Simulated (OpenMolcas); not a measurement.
## A ladder of methods for CHClFNOSi (SMILES O=C=N[SiH](F)Cl)

CHClFNOSi: 7 atoms, total charge 0, spin state singlet. As SMILES, `O=C=N[SiH](F)Cl`. The coordinates come from a PBE0-D4/def2-TZVP relaxation. This is one conformer, not always the lowest.

```xyz
7

O     0.8152   -2.3575    1.6587
C     0.5122   -1.5597    0.8746
N     0.1993   -0.7710    0.0283
Si   -0.2742    0.7220   -0.5967
F     0.9177    1.2927   -1.4644
Cl   -0.6529    2.0336    0.9040
H    -1.4561    0.5717   -1.4502
```

Quantity: the dipole moment, in D. The values are calculated.

| level | kind | program | value (D) | CPU time |
| --- | --- | --- | --- | --- |
| HF/6-31G* (spherical functions) | Hartree–Fock | OpenMolcas | 1.50 | 14 s |
| BLYP/6-31G* (spherical functions) | GGA | OpenMolcas | 1.12 | 33 s |
| revPBE/6-31G* (spherical functions) | GGA | OpenMolcas | 1.11 | 36 s |
| r2SCAN/6-31G* (spherical functions) | meta-GGA | OpenMolcas | 1.21 | 38 s |
| B3LYP/6-31G* (spherical functions) | global hybrid | OpenMolcas | 1.24 | 51 s |
| M06-2X/6-31G* (spherical functions) | hybrid meta-GGA | OpenMolcas | 1.33 | 48 s |
| PBE0/6-31G* (spherical functions) | global hybrid | OpenMolcas | 1.26 | 48 s |
| B3LYP/6-31G* (Cartesian functions) | global hybrid | OpenMolcas | 1.24 | 54 s |

The values span 1.11 to 1.50 D. Magnitudes only. CPU times are rough (shared hosts, several kinds of processor and program).
